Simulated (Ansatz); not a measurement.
Ansatz (an electronic-structure program) input for Cl₆Y₂, SMILES [Cl][Y]12([Cl])<-[Cl][Y]1([Cl])([Cl])<-[Cl]2, PBE/def2-SVPD. The structure is a stationary point at PBE0-D3(BJ)/def2-SVP. The spin state was assumed, not searched. The def2 effective core potentials stand for the cores of Y; spin–orbit coupling is left out. One conformer was computed; it need not be the lowest.

Ansatz 0.2 input:
```yaml
crystal:
  periodic: [false, false, false]
  atoms:
    - {symbol: Y, position_ang: [-0.00000000, 0.00000000, 1.97193082]}
    - {symbol: Y, position_ang: [0.00000000, -0.00000000, -1.97193082]}
    - {symbol: Cl, position_ang: [-1.75869222, 0.00000000, 0.00000001]}
    - {symbol: Cl, position_ang: [1.75869222, -0.00000000, -0.00000001]}
    - {symbol: Cl, position_ang: [-0.00000000, -2.06903292, 3.23686395]}
    - {symbol: Cl, position_ang: [0.00000000, 2.06903292, 3.23686395]}
    - {symbol: Cl, position_ang: [-0.00000000, -2.06903292, -3.23686395]}
    - {symbol: Cl, position_ang: [0.00000000, 2.06903292, -3.23686395]}
basis:
  gaussian:
    orbitals: def2-SVPD
hamiltonian:
  xc: {name: PBE}
```

It prints:

```
WARN ansatz: RAYON_NUM_THREADS=2 ignored (pool sized by the plan → 2); use --threads N
Functional definition: PBE
integrals: 0.36 GiB planned
2246 factors; their error is unknown
mean field: 1.55 GiB planned
mean field evaluation 1: about -77181.5344 eV, gradient 3.6e1 eV
mean field evaluation 2: about -77174.5200 eV, gradient 6.3e1 eV
mean field evaluation 4: about -77184.9642 eV, gradient 2.6e0 eV
mean field evaluation 8: about -77184.9881 eV, gradient 2.3e-2 eV
mean field evaluation 16: about -77184.9242 eV, gradient 4.5e-5 eV
mean field -77184.92417409 eV, -2836.4936455772 hartree, gradient 4.5e-5 eV, S^2 0.000000; 0 other end points of the search recorded, 0 dependent functions left out
reference -77184.92424252 eV, -2836.4936480917 hartree; 62, 62 occupied and 168, 168 virtual orbitals, 2246 factors
Total energy: -77184.92424252 eV, -2836.4936480917 hartree
```

The run converged.
